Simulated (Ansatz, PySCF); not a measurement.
PbI₃, SMILES [I][Pb-]([I])[I], charge -1. Atoms are numbered in the order given.

```xyz
4

Pb     0.0000     0.0000     0.8895
I      2.2825     1.3178    -0.4543
I     -2.2824     1.3177    -0.4543
I      0.0000    -2.6355    -0.4543
```
Charge -1, spin multiplicity 1.

Geometry optimised at PBE0-D3(BJ)/def2-SVPD. The isomer is the one that the SMILES or the coordinates give; other isomers of the formula were not compared. The def2 effective core potentials stand for the cores of I, Pb; spin–orbit coupling is left out.

Two levels are set side by side: PBE-D3(BJ)/def2-SVPD (Ansatz, a program for electronic structure) and PBE0-D3(BJ)/def2-SVPD (Ansatz). Each level has its own optimised geometry; the coordinates shown are those of the second. Frequencies come from the Hessian of PySCF at each geometry. Differences are taken from unrounded values.

```json
[
 {"quantity": "mean bond length (Å)", "PBE0-D3(BJ)": "2.958"},
 {"quantity": "bond Pb1–I2 (Å)", "PBE0-D3(BJ)": "2.958"},
 {"quantity": "bond Pb1–I3 (Å)", "PBE0-D3(BJ)": "2.958"},
 {"quantity": "bond Pb1–I4 (Å)", "PBE0-D3(BJ)": "2.958"},
 {"quantity": "highest harmonic wavenumber (cm⁻¹)", "PBE0-D3(BJ)": "137"},
 {"quantity": "mean harmonic wavenumber (cm⁻¹)", "PBE0-D3(BJ)": "85"},
 {"quantity": "zero-point energy (kcal/mol)", "PBE0-D3(BJ)": "0.73"}
]
```

Task: What does PBE-D3(BJ) give, and how far is it from PBE0-D3(BJ)? (An estimate is asked for; the answer gives what the named calculation found.)

Result: 
```
quantity                            PBE-D3(BJ)  PBE-D3(BJ) minus PBE0-D3(BJ)
----------------------------------  ----------  ----------------------------
mean bond length (Å)                     2.987                         0.029
bond Pb1–I2 (Å)                          2.987                         0.029
bond Pb1–I3 (Å)                          2.987                         0.029
bond Pb1–I4 (Å)                          2.987                         0.029
highest harmonic wavenumber (cm⁻¹)         130                            -7
mean harmonic wavenumber (cm⁻¹)             81                            -4
zero-point energy (kcal/mol)              0.69                         -0.04
```

Exact exchange shortens and stiffens bonds; PBE has none. Differences between two approximate levels are no errors against the true value.
